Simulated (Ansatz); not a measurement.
Born–Oppenheimer molecular dynamics of AlClF2H2 (6 atoms, charge 0, multiplicity 1). It starts at the highest image of a converged band, a first-order saddle point between two minima.

Method: Ansatz, RKS BLYP/def2-SVP.

- ensemble: NVE (velocity Verlet)
- time step: 0.5 fs
- steps asked: 200
- starting velocities drawn for: 100 K
- seed: 6212

First frame:

```xyz
6
Properties=species:S:1:pos:R:3
Al -0.079 -0.160 0.012
H -0.103 0.103 1.670
F 1.423 0.019 -0.703
Cl -1.829 0.259 -1.081
F -0.141 -1.913 0.835
H -0.131 -1.182 1.609
```

Question: How far do the bonds stretch over the last three quarters of this one trajectory? (Pairs bonded in most of those frames.)

Answer: 
```tsv
bond	mean (Å)	spread (Å)	shortest	longest
Al1–H2	1.593	0.017	1.57	1.63
Al1–F3	1.682	0.010	1.67	1.70
Al1–Cl4	2.127	0.016	2.11	2.15
Al1–F5	2.128	0.063	1.97	2.19
F5–H6	0.955	0.013	0.94	0.99
```

Mean temperature of the second half: 109 K. The conserved energy stayed within 0.0042 meV per atom of its start (net change 0.0015 meV per atom), so the integration is sound. A run of 0.1 ps of so small a system gives no equilibrium averages. The orbitals stay closed-shell, which can raise the energy where a bond breaks towards radicals; this wasn't checked here.

The run took 9.8 min on 1 thread of Arm Neoverse N1 (shared host), peak memory 0.12 GiB.
